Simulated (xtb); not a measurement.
BiF3, SMILES [F][Bi]([F])[F]. All values are semi-empirical tight-binding results from xtb (GFN2-xTB unless named), good for trends rather than for accurate numbers. Geometry optimised at GFN2-xTB. The isomer is the one that the SMILES or the coordinates give; other isomers of the formula were not compared.

Optimised geometry:

```xyz
4

Bi     0.0000     0.0000     0.2729
F      1.4631    -0.8447    -0.8389
F     -1.4631    -0.8447    -0.8389
F      0.0000     1.6894    -0.8389
```
Charge 0, spin multiplicity 1.

For metal compounds this method's bond lengths and energies can be far off.

The point group as xtb finds it is C3v, the orbital gap is 7.26 eV and the zero-point energy is 2.4 kcal/mol. The G − E(el) at 298.15 K (modified RRHO) is -16.6 kcal/mol.

### Question
Give the atomic charges and the Wiberg bond orders between heavy atoms. (Estimate from the structure and the level; the computed values follow.)

### Answer
charges (e) Bi1 1.22, F2 -0.41, F3 -0.41, F4 -0.41. Bond orders Bi1–F2 0.83, Bi1–F3 0.83, Bi1–F4 0.83.
